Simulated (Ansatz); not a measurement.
Consider the redistribution: `C[Si](N)(S)Cl` + `CO[SiH]([SiH3])Cl` → `C[Si](N)(Cl)Cl` + `CO[SiH]([SiH3])S`.

Isolated molecules relaxed with PBE0-D4/def2-TZVP in Ansatz; ΔE leaves out vibrations. CBS: MP2 limit from def2 TZ/QZ plus the TZ coupled-cluster correction, frozen cores. One conformer a species, not always the lowest.

| species | HF/CBS(def2) energy (Eh) |
| --- | --- |
| `C[Si](N)(S)Cl` | -1242.03920 |
| `CO[SiH]([SiH3])Cl` | -1154.38489 |
| `C[Si](N)(Cl)Cl` | -1303.45123 |
| `CO[SiH]([SiH3])S` | -1092.97235 |

Work out ΔE.

ΔE = (-1303.45123) + (-1092.97235) − (-1242.03920) − (-1154.38489) = 0.00051 Eh = +0.01 eV. CCSD(T)/CBS gives -0.01 eV.

Largest T1 diagnostic among the species: 0.012.
